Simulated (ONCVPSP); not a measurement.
Ag: one change to an ONCV potential, before and after

* Element: silver
* Generator: ONCVPSP 4.0.1
* Type: optimised norm-conserving Vanderbilt (ONCV)
* Functional: LDA (Perdew-Wang 92)
* Relativity: scalar-relativistic
* Frozen core: [Kr]
* Valence charge: 11
* Reference configuration: 4d10 5s1
* Partial waves: 5s: rc 2.65 bohr, ncon 3, nbas 6, qcut 2.7 1/bohr, 3 projectors, debl 3.6 Ha; p scattering state at 0.24 Ha: rc 2.05 bohr, ncon 3, nbas 7, qcut 4.7 1/bohr, 3 projectors, debl 0.4 Ha; 4d: rc 1.20 bohr, ncon 4, nbas 7, qcut 7.7 1/bohr, 2 projectors, debl 3.5 Ha
* Local potential: polynomial inside 0.80 bohr (lpopt 5, dvloc0 -1 Ha)
* Core correction: Teter function, fcfact 4.75, rcfact 1.45

All-electron outer shells of the reference configuration (LDA (PZ), scalar-relativistic, ld1.x):

```json
{"shell": "4p", "level (eV)": "-58.67", "outermost node (bohr)": "0.44", "outermost maximum (bohr)": "0.87"}
{"shell": "4d", "level (eV)": "-7.66", "outermost node (bohr)": "0.43", "outermost maximum (bohr)": "1.04"}
{"shell": "5s", "level (eV)": "-4.72", "outermost node (bohr)": "1.11", "outermost maximum (bohr)": "2.49"}
```

Change: d: rc 0.9.

Cutoffs: the cutoffs (Ha) at which the residual kinetic energy of the hardest occupied pseudo-wave falls to 1 and 0.1 mHa per electron; they do not see the model core or the augmentation charge, which bear on the density cutoff. Errors are all-electron minus pseudo energies relative to the spin-unpolarised reference configuration.

Problem. Predict the effect on cutoff, ghosts and configuration errors.

Solution. The potential gets harder (36 Ha and 105 Ha → 174 Ha and 216 Ha); both files keep a bound ghost (p, s); the errors of the 4 common tests hardly move. A smaller radius makes the pseudo-wave follow the all-electron one further in, where it bends more sharply, so more plane waves are needed.

| quantity | base | changed |
| --- | --- | --- |
| cutoff, loose | 36 Ha | 174 Ha |
| cutoff, tight | 105 Ha | 216 Ha |
| loose cutoff by channel | s 3.3 Ha, d 36 Ha | s 3.3 Ha, d 174 Ha |
| bound ghosts | s, p | s, p |
| GHOST(+) flags under 300 eV | s at 194.4 eV, p at 266.3 eV | s at 194.4 eV, p at 266.3 eV |
| error for 4d10 5s0, meV [ΔE 8.10 eV] | -7.5 | -7.6 |
| error for 4d9 5s0, meV [ΔE 30.48 eV] | -49 | -45 |
| error for 4d8 5s0, meV [ΔE 66.92 eV] | -286 | -280 |
| error for 4d10 5s0 5p1, meV [ΔE 4.02 eV] | -2.8 | -2.9 |
| s: phases at 2.70 bohr within 0.05 rad from the reference energy up to (Ha; the scan ends near 5) | to the end of the scan | to the end of the scan |
| p: phases at 2.08 bohr within 0.05 rad from the reference energy up to (Ha; the scan ends near 5) | to the end of the scan | to the end of the scan |
| rms error of d²Exc/dni dnj with the model core, mHa | 0.63 | 0.58 |

 A true bound ghost makes a file unfit for plane-wave use even where its test errors are small: the radial tests pick states by their node count and pass the ghost by.
